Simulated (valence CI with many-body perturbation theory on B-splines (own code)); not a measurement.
# E1 line list for Sb

Method: valence CI with perturbative core correlation (CI+MBPT): five valence electrons over a frozen Dirac-Fock core [Kr] 4d10, a basis of 10 s, 10 p, 9 d, 7 f, 4 g, 2 h functions for each j, with the one-electron correlation potential Σ1 (screened to all orders), the two-electron term Σ2, the three-electron term Σ3, Breit, model QED; selected single and double excitations, second order for the rest, scaled by the run's own slope (own B-spline code, finite nucleus).

Set against measurement, 19 paired levels are off by 64 cm⁻¹ on average, the worst by 178. These come from a selection out of the NIST Handbook of Basic Atomic Spectroscopic Data. Levels without a partner in it may be off by more. Among the levels kept, up to 870 cm⁻¹ of a level comes from second order outside the variational space, and about a tenth of that is noise between levels of different J, which matters for small intervals.

Lines 201 to 235 of 235 in falling wavelength, among levels below 62754 cm⁻¹, chosen from the strongest by gf and those to the six lowest levels. Wavelengths and rates use the calculated energies, so an error of 60 cm⁻¹ moves a line at 1953 Å by 0.12 % and its rate by three times that or more. Electric multipoles are in the length gauge, E1 and E2 with the static RPA response of the core. Weak lines are less certain than strong ones. Lines between different terms over intervals too small for the method are left out, as are lines whose strength nearly cancels. The highest levels of a list are the least certain.

Names give the largest LS component (configuration and term), which can be under half, so a name can repeat, a term be missing and a line seem to break the LS rules; names also repeat where a configuration has a term twice. Letters in brackets count levels of one name in rising energy.

| λ vac (Å) | λ from measured levels | Upper | Lower | A (s⁻¹) | S (a.u.) |
| --- | --- | --- | --- | --- | --- |
| 1975 |  | 5s2 5p2 5d 2D_3/2 [a] | 5s2 5p3 2D°_5/2 | 8.17e+06 | 1.24e-01 |
| 1962 |  | 5s2 5p2 7s 4P_3/2 | 5s2 5p3 2D°_5/2 | 3.87e+06 | 5.77e-02 |
| 1954 |  | 5s2 5p2 5d 2P_1/2 | 5s2 5p3 2D°_3/2 | 1.18e+06 | 8.70e-03 |
| 1953 | 1950 | 5s2 5p2 5d 2F_7/2 | 5s2 5p3 2D°_5/2 | 2.68e+08 | 7.88e+00 |
| 1934 |  | 5s2 5p2 5d 2D_5/2 [b] | 5s2 5p3 2D°_5/2 | 6.96e+07 | 1.49e+00 |
| 1930 |  | 5s2 5p2 5d 2D_5/2 [a] | 5s2 5p3 2D°_3/2 | 6.94e+07 | 1.48e+00 |
| 1926 |  | 5s2 5p2 5d 2D_3/2 [b] | 5s2 5p3 2D°_5/2 | 2.28e+06 | 3.22e-02 |
| 1924 |  | 5s2 5p2 5d 2D_3/2 [a] | 5s2 5p3 2D°_3/2 | 7.74e+05 | 1.09e-02 |
| 1911 |  | 5s2 5p2 7s 4P_3/2 | 5s2 5p3 2D°_3/2 | 8.29e+05 | 1.14e-02 |
| 1903 |  | 5s 5p4 4P_5/2 | 5s2 5p3 2D°_5/2 | 6.63e+06 | 1.35e-01 |
| 1898 |  | 5s2 5p2 7s 2P_1/2 | 5s2 5p3 2D°_3/2 | 5.92e+07 | 3.99e-01 |
| 1885 |  | 5s2 5p2 5d 2D_5/2 [b] | 5s2 5p3 2D°_3/2 | 1.34e+08 | 2.67e+00 |
| 1878 |  | 5s2 5p2 5d 2D_3/2 [b] | 5s2 5p3 2D°_3/2 | 6.71e+06 | 8.76e-02 |
| 1877 | 1871 | 5s2 5p2 5d 4P_5/2 | 5s2 5p3 4S°_3/2 | 1.36e+08 | 2.67e+00 |
| 1872 | 1868 | 5s2 5p2 5d 4F_3/2 | 5s2 5p3 4S°_3/2 | 2.08e+07 | 2.69e-01 |
| 1856 |  | 5s 5p4 4P_5/2 | 5s2 5p3 2D°_3/2 | 8.42e+06 | 1.59e-01 |
| 1818 | 1814 | 5s2 5p2 5d 4F_5/2 | 5s2 5p3 4S°_3/2 | 2.97e+07 | 5.28e-01 |
| 1811 | 1811 | 5s2 5p2 6s 2D_3/2 | 5s2 5p3 4S°_3/2 | 6.63e+07 | 7.78e-01 |
| 1795 | 1794 | 5s2 5p2 6s 2D_5/2 | 5s2 5p3 4S°_3/2 | 1.75e+06 | 3.00e-02 |
| 1784 | 1781 | 5s2 5p2 5d 4P_3/2 | 5s2 5p3 4S°_3/2 | 7.08e+07 | 7.94e-01 |
| 1768 | 1764 | 5s2 5p2 5d 4P_1/2 | 5s2 5p3 4S°_3/2 | 1.38e+08 | 7.51e-01 |
| 1766 |  | 5s2 5p2 5d 2P_3/2 | 5s2 5p3 4S°_3/2 | 3.34e+07 | 3.63e-01 |
| 1748 | 1746 | 5s2 5p2 5d 2F_5/2 | 5s2 5p3 4S°_3/2 | 2.56e+06 | 4.06e-02 |
| 1741 |  | 5s2 5p2 7s 4P_1/2 [a] | 5s2 5p3 4S°_3/2 | 8.99e+07 | 4.68e-01 |
| 1724 |  | 5s2 5p2 7s 4P_1/2 [b] | 5s2 5p3 4S°_3/2 | 7.36e+05 | 3.73e-03 |
| 1706 |  | 5s2 5p2 5d 4D_3/2 | 5s2 5p3 4S°_3/2 | 4.58e+06 | 4.49e-02 |
| 1702 |  | 5s2 5p2 5d 4D_5/2 | 5s2 5p3 4S°_3/2 | 1.59e+07 | 2.32e-01 |
| 1676 |  | 5s2 5p2 5d 2P_1/2 | 5s2 5p3 4S°_3/2 | 9.09e+06 | 4.22e-02 |
| 1658 |  | 5s2 5p2 5d 2D_5/2 [a] | 5s2 5p3 4S°_3/2 | 2.25e+07 | 3.04e-01 |
| 1654 |  | 5s2 5p2 5d 2D_3/2 [a] | 5s2 5p3 4S°_3/2 | 2.70e+06 | 2.41e-02 |
| 1644 |  | 5s2 5p2 7s 4P_3/2 | 5s2 5p3 4S°_3/2 | 2.41e+07 | 2.11e-01 |
| 1634 |  | 5s2 5p2 7s 2P_1/2 | 5s2 5p3 4S°_3/2 | 1.42e+06 | 6.11e-03 |
| 1625 |  | 5s2 5p2 5d 2D_5/2 [b] | 5s2 5p3 4S°_3/2 | 6.53e+06 | 8.30e-02 |
| 1619 |  | 5s2 5p2 5d 2D_3/2 [b] | 5s2 5p3 4S°_3/2 | 2.42e+06 | 2.03e-02 |
| 1603 |  | 5s 5p4 4P_5/2 | 5s2 5p3 4S°_3/2 | 2.29e+08 | 2.79e+00 |
